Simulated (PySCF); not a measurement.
Al(Me)(Et)(OH) (C₃H₉AlO), SMILES [Al]([CH2]C)([OH])[CH3].

Geometry: r2SCAN-D4/def2-SVP. The structure was generated by enumeration; whether it is a known compound was not checked. Other conformers were not sampled.

These are TDA-CAM-B3LYP/def2-SVPD (PySCF) values and carry that method's errors.

Vertical excitations. Isolated molecule, no solvent.

Computed lowest excited states:
```tsv
state	energy (eV)	λ (nm)	f	main pairs
S1	6.07	204	0.000	HOMO→LUMO+1 98 %
S2	6.23	199	0.076	HOMO→LUMO 94 %
S3	7.28	170	0.058	HOMO→LUMO+2 78 %, HOMO−1→LUMO 13 %
S4	7.54	164	0.027	HOMO−2→LUMO 72 %
S5	7.69	161	0.057	HOMO−1→LUMO 47 %, HOMO→LUMO+3 33 %
S6	7.76	160	0.041	HOMO−1→LUMO+1 79 %
S7	7.85	158	0.071	HOMO→LUMO+3 41 %, HOMO−4→LUMO 18 %, HOMO−1→LUMO 18 %, HOMO→LUMO+2 8 %
S8	8.28	150	0.001	HOMO→LUMO+4 71 %
S9	8.33	149	0.075	HOMO−2→LUMO+1 71 %
S10	8.48	146	0.001	HOMO−3→LUMO 75 %, HOMO→LUMO+6 11 %
T1	5.75	216	0	HOMO→LUMO+1 96 %
T2	5.81	213	0	HOMO→LUMO 87 %
T3	6.98	178	0	HOMO→LUMO+2 59 %, HOMO−1→LUMO 28 %
T4	7.17	173	0	HOMO−2→LUMO 68 %, HOMO−2→LUMO+2 10 %
```
Triplets are in the Tamm–Dancoff approximation.
